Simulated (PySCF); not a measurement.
# Bond curve of BeSn

Set-up: basis Be aug-cc-pVDZ, Sn aug-cc-pVDZ-PP with ECP28; scalar-relativistic core potentials; PySCF 2.14. Energies in eV from Be + Sn in their ground configurations at the same level. State: ³Σ⁻ (triplet), unpaired electrons π ↑↑.

```
R (Å)  r²SCAN    PBE0
2.032  -0.968  -0.752
2.127  -1.256  -1.041
2.221  -1.411  -1.199
2.292  -1.464  -1.253
2.363  -1.474  -1.268
2.434  -1.454  -1.251
2.528  -1.392  -1.196
2.647  -1.277  -1.093
2.788  -1.113  -0.945
2.977  -0.887  -0.743
```

Put a parabola through the three lowest points of the r²SCAN curve and estimate Re, k and ωe (reduced mass 8.382 u; 1 eV/Å² = 0.16022 mdyn/Å; ωe = 1302.8·√(k/μ) cm⁻¹).

Through R = 2.292, 2.363, 2.434 Å the second-order coefficient is 2.98 eV/Å², so Re ≈ 2.351 Å, k ≈ 0.953 mdyn/Å and ωe ≈ 439 cm⁻¹. A polynomial fit of higher order to the unrounded r²SCAN energies gives Re = 2.349 Å, k = 1.05 mdyn/Å, ωe = 461 cm⁻¹; anharmonicity and rounding make the difference.

The higher-order fit for each curve: r²SCAN: Re = 2.349 Å, ωe = 461 cm⁻¹, De = 1.48 eV; PBE0: Re = 2.357 Å, ωe = 448 cm⁻¹, De = 1.27 eV.

⟨S²⟩ of the unrestricted solution departs from its pure value on part of the curve, where spin states mix. Spin–orbit coupling is left out, which matters for elements this heavy, above all for dissociation energies. The state was picked by a PBE0 search and need not be the measured ground state.
